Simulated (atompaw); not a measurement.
**Before and after: PAW (atompaw) potential for manganese**

atompaw 4.2.0.5 input, output lines left out:

```
Mn 25
GGA-PBE scalarrelativistic loggrid 1500 logderivrange -6 5 276
4 4 3 0 0 0
4 1 0
3 2 5
0 0 0
c
c
c
v
c
v
v
v
2
2.05 1.75 1.70 1.70
y
0.05
n
n
y
2.75
n
custom rrkj gramschmidtortho besselshape
bessel
2.05
2.05
1.55
1.40
1.60
2.05
```

Change: all radii scaled by about 1.15 (s 2.36, p 1.78, d 1.84 bohr); local potential bessel scheme, radius 1.96 bohr; augmentation besselshape compensation charge, radius 2.02 bohr; PAW radius 2.36 bohr; waves and projectors: custom rrkj gramschmidtortho; core correction smooth core density matched at 1.96 bohr.

Cutoffs: the cutoffs (Ry, on a coarse ladder) from which the occupation-weighted sum of valence levels, in a spherical-Bessel basis at the reference potential, stays within 10 and 1 mRy of its value at 400 Ry; they do not see the model core or the augmentation charge, which bear on the density cutoff.

Question: What does the change do?

Answer: The potential gets softer (40 Ry and 70 Ry → 30 Ry and 50 Ry); neither file shows a bound ghost. A larger radius leaves more room for a smooth pseudo-wave, so fewer plane waves are needed.

| quantity | base | changed |
| --- | --- | --- |
| cutoff, loose | 40 Ry | 30 Ry |
| cutoff, tight | 70 Ry | 50 Ry |
| loose cutoff by channel (10 mRy a level) | s 6 Ry, p 30 Ry, d 35 Ry | s 6 Ry, p 21 Ry, d 25 Ry |
| bound ghosts | none | none |
| lowest overlap eigenvalue by channel | s 0.57, p 0.13, d 0.71 | s 0.44, p 0.07, d 0.76 |

 The cutoffs see the waves, projectors and local potential, not the compensation charge or the core.
